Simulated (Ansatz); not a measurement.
**ClN2Si−: where a starting geometry ends**

The starting geometry of this gas-phase singlet was optimised with GFN2-xTB; its bonds are those of `[N-]=N[Si]Cl`.

```xyz
4

Cl    0.1255    2.6817   -3.9879
N    -1.6645   -0.4770   -1.7027
N    -1.1070    0.4727   -2.1546
Si   -0.2207    1.8479   -1.8436
```

Task: Predict what becomes of its bonds when it is optimised with B3LYP-D3(BJ)/def2-SVPD.

Result: It keeps its bonds, and is `[N-]=N[Si]Cl`.

The energy falls by 0.39 eV over 8 steps:

```json
{"step": "1", "E − E(last) (eV)": "0.385"}
{"step": "2", "E − E(last) (eV)": "0.229"}
{"step": "3", "E − E(last) (eV)": "0.062"}
{"step": "4", "E − E(last) (eV)": "0.027"}
{"step": "5", "E − E(last) (eV)": "0.009"}
{"step": "6", "E − E(last) (eV)": "0.000"}
{"step": "7", "E − E(last) (eV)": "0.000"}
{"step": "8", "E − E(last) (eV)": "0.000"}
```

Final geometry (Å):

```xyz
4

Cl   -0.0067    2.4725   -3.9833
N    -1.6804   -0.4627   -1.9983
N    -1.0641    0.5170   -1.9722
Si   -0.1157    1.9984   -1.7350
```

Frequencies at the end are all real (lowest 125 cm⁻¹). Run with Ansatz 0.2.0, 20 s on 1 thread of Arm Neoverse V1, with other jobs on the host.
